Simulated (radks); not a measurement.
Values are calculated unless marked as measured or tabulated.
Ionisation of the gadolinium ion Gd+, [Xe] 4f7 5d1 6s1, to Gd2+, [Xe] 4f7 5d1, under several functionals. Dirac Kohn-Sham, spin-unpolarised, spherical densities, finite nucleus; open shells fill j = l - 1/2 first; a radial shooting solver on a logarithmic mesh with Libxc functionals. The NIST Atomic Spectra Database gives 12.08 eV (semi-empirical). Rank these functionals by the error of their Delta-SCF ionisation energy: PBE; Wu-Cohen GGA; PW91; AM05; revPBE; LDA (Slater exchange, Perdew-Wang correlation).

Answer. From best to worst: PBE 12.065 eV (-0.011); PW91 12.089 eV (+0.013); AM05 11.976 eV (-0.100); Wu-Cohen GGA 11.948 eV (-0.128); revPBE 11.924 eV (-0.152); LDA (Slater exchange, Perdew-Wang correlation) 12.334 eV (+0.258). Spin polarisation and multiplet splitting are left out, so open shells lie too high by an amount that depends on their filling.

Beside tabulated values, note that spin-unpolarised runs miss the spin-polarisation part of the exchange energy of open shells.
